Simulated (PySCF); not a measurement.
## Structure from 2D NMR

Compound of formula C7H7NO2. Correlations simulated from computed shifts and the bond graph:

HSQC (one-bond C–H):
```csv
δH,δC
9.10,158.0
8.83,161.2
7.03,118.6
2.76,29.0
```

COSY cross peaks (H two or three bonds apart, from the bond graph; peaks can be absent where the dihedral angle is near 90°):
```csv
δH,δH
8.83,7.03
```

HMBC (two and three bonds, from the bond graph):
```csv
δH,δC
9.10,"209.9, 176.4, 161.2, 119.7"
8.83,"176.4, 158.0, 118.6"
7.03,"176.4, 161.2, 119.7"
2.76,"209.9, 119.7"
```

Carbons without hydrogens: δ 209.9, 176.4, 119.7.

PySCF 2.14.0 with density-fitted response routines calculation with NMR shieldings at PBE0/pcSseg-1/GIAO and coordinates at the GFN2-xTB level; non-relativistic, averaged over atoms made equivalent by symmetry, fast rotation or ring inversion, single conformer, no solvent model.

References, each an isolated molecule treated in the same way: 1H (31.72 ppm), 13C (186.93 ppm) vs TMS.

Exchangeable hydrogens are left out of these lists.

**Question.** Assemble the structure.

**Answer.** `CC(=O)c1cnccc1O`.

Mapped SMILES: `[CH3:1][C:2](=[O:3])[c:4]1[cH:5][n:6][cH:7][cH:8][c:9]1[OH:10]`. Hydrogens are named by the atom that carries them.

δC 209.9 is C2, a ketone carbonyl carbon. δC 176.4 is C9, an aromatic carbon bearing oxygen. δC 161.2 is C7, an aromatic CH next to a ring nitrogen (δH 8.83). δC 158.0 is C5, an aromatic CH next to a ring nitrogen (δH 9.10). δC 119.7 is C4, a substituted aromatic carbon. δC 118.6 is C8, an aromatic CH (δH 7.03). δC 29.0 is C1, a methyl carbon α to a carbonyl (δH 2.76). HMBC from δH 9.10 reaches the proton-free carbons C2, C9, C4. HMBC from δH 8.83 reaches the proton-free carbon C9. HMBC from δH 7.03 reaches the proton-free carbons C9, C4. HMBC from δH 2.76 reaches the proton-free carbons C2, C4. COSY links 8.83–7.03.

The data come from this structure; uniqueness wasn't tested.

OH and NH positions are those of a molecule without intermolecular hydrogen bonds; in solution they move with solvent, concentration and temperature, and exchange usually removes their couplings. Shifts are as computed. Against solution values, carbons near 30 ppm lie about +3 ppm off and those near 130 ppm about +5 ppm. Of 1211 compounds with measured shifts, 218 miss one by over three times the rms of a fit or turn the order of signals round; such compounds aren't used in these exercises.
